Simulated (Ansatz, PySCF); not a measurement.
Energy difference R1 + R2 → P1 + P2, each structure at its B3LYP-D3(BJ)/def2-TZVP stationary point, reached from a drawn start (curvature not checked).
R1: F6Mo (SMILES [F][Mo]([F])([F])([F])([F])[F]), charge 0, multiplicity 1.
R2: Si2H6 (SMILES [SiH3][SiH3]), charge 0, multiplicity 1.
P1: F5HMo (SMILES [F][MoH]([F])([F])([F])[F]), charge 0, multiplicity 1.
P2, FH5Si2 (SMILES F[SiH2][SiH3]) (charge 0, multiplicity 1):
```xyz
8

Si     0.0240     0.9876    -0.6599
Si    -0.0305    -0.9442     0.6722
F      0.2621    -2.2392    -0.2450
H      1.3563     1.1491    -1.2886
H     -0.2475     2.1626     0.2053
H     -1.0106     0.9191    -1.7189
H     -1.3581    -1.1323     1.3028
H      1.0040    -0.9028     1.7322
```

P less R. No zero-point or thermal terms; no spin–orbit coupling.

Cores are frozen in the correlated methods.

Codes used: Ansatz (an electronic-structure program); PySCF for the D3/D4 terms. No computed number here is a measurement. Elements past Kr take the def2 small-core potentials, without spin–orbit coupling.

Estimate the reaction energy that B2PLYP-D4/def2-TZVPP returns for this input.

4.6 kcal/mol

What reaction energy does PBE0-D4/def2-TZVPP give?

2.1 kcal/mol

What reaction energy does CCSD(T)/def2-TZVPP give?

-0.1 kcal/mol
